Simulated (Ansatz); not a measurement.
A nudged elastic band was laid between two geometries of C3H10Si + FH (16 atoms, charge 0, multiplicity 1).

Method: Ansatz, RKS r2SCAN/6-31G*.

```
movable images  : 5
climbing image  : yes
spring          : 5.0 eV/Å²
optimiser       : quadratic models (default)
start path      : through a guess of the saddle point
force threshold : 0.03 eV/Å
iteration limit : 60
end points      : relaxed
```

Initial state:

```xyz
16
Properties=species:S:1:pos:R:3
Si 0.256 -0.184 0.054
H 1.586 0.501 0.282
C 0.561 -2.037 0.166
C -0.349 0.322 -1.652
C -0.919 0.413 1.393
H 1.257 2.309 0.165
F 0.674 3.034 0.034
H 1.278 -2.373 -0.593
H 0.954 -2.321 1.150
H -0.373 -2.593 0.009
H -0.434 1.414 -1.710
H 0.338 -0.008 -2.441
H -1.336 -0.108 -1.867
H -0.568 0.134 2.395
H -1.922 -0.011 1.260
H -1.004 1.506 1.355
```

Final state:

```xyz
16
Properties=species:S:1:pos:R:3
Si -0.140 -0.047 -0.140
H 3.684 2.479 1.322
C 0.536 -1.779 0.071
C -0.930 0.174 -1.821
C -1.334 0.388 1.234
H 3.103 2.150 0.998
F 1.117 0.988 -0.047
H 1.267 -2.021 -0.711
H 1.033 -1.900 1.041
H -0.268 -2.525 0.014
H -1.287 1.201 -1.963
H -0.220 -0.047 -2.629
H -1.790 -0.497 -1.943
H -0.860 0.302 2.219
H -2.205 -0.282 1.225
H -1.705 1.415 1.131
```

(1) Which bonds break or form, and what moves?

(2) What energy profile does the band end with?

(3) What is the geometry of the highest image?

Results:

(1) Bonds broken: Si1–H2, H6–F7. Bonds formed: Si1–F7, H2–H6. C3H10Si + FH becomes C3H9FSi + H2.

(2) The forces met the threshold. The highest image is number 2 of 0 to 6, 1.20 eV above the first end and 2.75 eV above the last; the last end lies 1.56 eV below the first. Neighbouring images differ by up to 2.2 eV, so the band resolves the path poorly. A vibrational analysis at the climbing image gives one clearly imaginary mode, 926i cm⁻¹: a first-order saddle point. The orbitals stay closed-shell, which can raise the energy where a bond breaks towards radicals; this wasn't checked here.

| image | path coordinate (Å) | energy (eV) | Si1–H2 (Å) | H6–F7 (Å) | Si1–F7 (Å) |
| --- | --- | --- | --- | --- | --- |
| 0 | 0.00 | 0.00 | 1.51 | 0.94 | 3.25 |
| 1 | 1.17 | 0.13 | 1.52 | 0.95 | 2.89 |
| 2 | 2.33 | 1.20 | 1.73 | 1.21 | 2.01 |
| 3 | 3.86 | -0.96 | 2.83 | 1.86 | 1.65 |
| 4 | 5.39 | -1.53 | 3.83 | 2.27 | 1.63 |
| 5 | 6.92 | -1.56 | 4.51 | 2.53 | 1.63 |
| 6 | 8.45 | -1.56 | 4.81 | 2.53 | 1.63 |

(3) 
```xyz
16
Properties=species:S:1:pos:R:3
Si 0.149 0.166 0.024
H 1.834 0.364 0.350
C 0.545 -1.689 0.163
C -0.392 0.411 -1.751
C -1.030 0.511 1.439
H 1.586 1.289 0.271
F 0.709 2.095 0.079
H 1.283 -2.009 -0.585
H 0.939 -1.953 1.153
H -0.368 -2.281 0.002
H -0.929 1.355 -1.889
H 0.486 0.433 -2.411
H -1.025 -0.422 -2.083
H -0.470 0.590 2.380
H -1.748 -0.310 1.557
H -1.569 1.453 1.300
```

Time of the run: 3 min on 2 threads of AMD EPYC 9R45 96-Core Processor (Zen 5), on a shared host, peak memory 0.2 GiB.
